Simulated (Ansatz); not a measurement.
Kohn–Sham single points on `C[SiH]1CS1`.

```yaml
crystal:
  periodic: [false, false, false]
  atoms:
    - {symbol: C, position_ang: [-0.878544, 1.303846, 0.072526]}
    - {symbol: Si, position_ang: [0.201683, -0.038835, -0.616047]}
    - {symbol: C, position_ang: [0.924348, -1.326128, 0.480140]}
    - {symbol: S, position_ang: [-0.441929, -2.026801, -0.581934]}
    - {symbol: H, position_ang: [-1.609220, 1.629290, -0.671429]}
    - {symbol: H, position_ang: [-1.416926, 0.940521, 0.949395]}
    - {symbol: H, position_ang: [-0.277440, 2.170991, 0.358868]}
    - {symbol: H, position_ang: [1.002983, 0.389621, -1.786004]}
    - {symbol: H, position_ang: [1.895808, -1.757416, 0.258390]}
    - {symbol: H, position_ang: [0.682335, -1.336189, 1.539094]}
basis:
  gaussian: {orbitals: def2-TZVPP}
hamiltonian: {xc: {name: B97M-V}}
output: {orbitals: {seedname: orbitals}}
```

```sh
$ ansatz run in.yaml --threads 2 --pin off --events-out ev --progress --plain --max-ram 4352MiB
```

It prints (some lines left out):

```
Functional definition: B97M-V
1286 factors; their error is unknown
mean field evaluation 1: about -20870.7582 eV, gradient 6.9e1 eV
mean field evaluation 2: about -20853.7079 eV, gradient 9.9e1 eV
mean field evaluation 4: about -20882.0321 eV, gradient 7.8e0 eV
mean field evaluation 8: about -20882.2013 eV, gradient 2.4e-1 eV
mean field evaluation 16: about -20882.1675 eV, gradient 1.8e-3 eV
mean field -20882.16745106 eV, -767.4054993851 hartree, gradient 3.1e-5 eV, S^2 0.000000; 0 other end points of the search recorded, 0 dependent functions left out
reference -20882.16751124 eV, -767.4055015964 hartree; 24, 24 occupied and 206, 206 virtual orbitals, 1286 factors
Total energy: -20882.16751124 eV, -767.4055015964 hartree
```

It took 15 s on 2 threads of an Arm Neoverse V1 on a shared host, with 0.35 GiB of host memory at the peak.

The same input with `hamiltonian: {xc: {name: r2SCAN0}, dispersion: d4}` (abridged; 8.5 s):

```
Functional definition: r2SCAN0
mean field evaluation 16: about -20883.5932 eV, gradient 8.1e-5 eV
mean field -20883.59321201 eV, -767.4578951336 hartree, gradient 1.5e-5 eV, S^2 0.000000
Total energy: -20883.65636025 eV, -767.4602157884 hartree
```

Changing it to `hamiltonian: {xc: pbe, dispersion: d4}` and forces (abridged; 4 s):

```
Functional definition: PBE
mean field evaluation 16: about -20874.9547 eV, gradient 2.9e-4 eV
mean field -20874.95470490 eV, -767.1404358527 hartree, gradient 3.7e-5 eV, S^2 0.000000
Total energy: -20875.17873895 eV, -767.1486689521 hartree
Atom 0 force     0.013752    -0.008626    -0.006139 eV/Å
Atom 1 force     0.011698     0.218511    -0.096375 eV/Å
Atom 2 force     0.107168    -0.006572     0.093178 eV/Å
Atom 3 force    -0.264749    -0.351395    -0.141360 eV/Å
Atom 4 force    -0.143436     0.068396    -0.134150 eV/Å
Atom 5 force    -0.105679    -0.063247     0.167533 eV/Å
Atom 6 force     0.106921     0.172341     0.056789 eV/Å
Atom 7 force     0.098919     0.047641    -0.132294 eV/Å
Atom 8 force     0.209617    -0.083201    -0.031047 eV/Å
Atom 9 force    -0.034211     0.006152     0.223865 eV/Å
Dipole moment:     0.085723     0.430685     0.164127 e Å
```

With the line `hamiltonian: {xc: {name: B2PLYP}}` (abridged; 9.5 s):

```
Functional definition: B2PLYP
mean field evaluation 16: about -20872.0913 eV, gradient 1.9e-4 eV
mean field -20872.09132805 eV, -767.0352086941 hartree, gradient 1.7e-6 eV, S^2 0.000000
12 core orbitals not correlated: weight in the atoms' cores, before any rotation towards them, 1.000 or more for the frozen orbitals, at most 0.000 for the correlated occupied ones
second order -21.40606945 eV of doubles, -0.00000000 eV of singles
Total energy: -20877.87113553 eV, -767.2476127012 hartree
```

Changing it to `hamiltonian: {xc: lda}` (abridged; 2.1 s):

```
Functional definition: SPW92
mean field evaluation 16: about -20797.2272 eV, gradient 4.2e-4 eV
mean field -20797.22719133 eV, -764.2840024143 hartree, gradient 5.2e-5 eV, S^2 0.000000
Total energy: -20797.22722890 eV, -764.2840037953 hartree
```

The same input with `hamiltonian: {xc: {name: r2SCANh}, dispersion: d4}` (abridged; 9 s):

```
Functional definition: r2SCANh
mean field evaluation 16: about -20883.8209 eV, gradient 1.5e-4 eV
mean field -20883.82089872 eV, -767.4662624659 hartree, gradient 1.4e-5 eV, S^2 0.000000
Total energy: -20883.87779546 eV, -767.4683533824 hartree
```
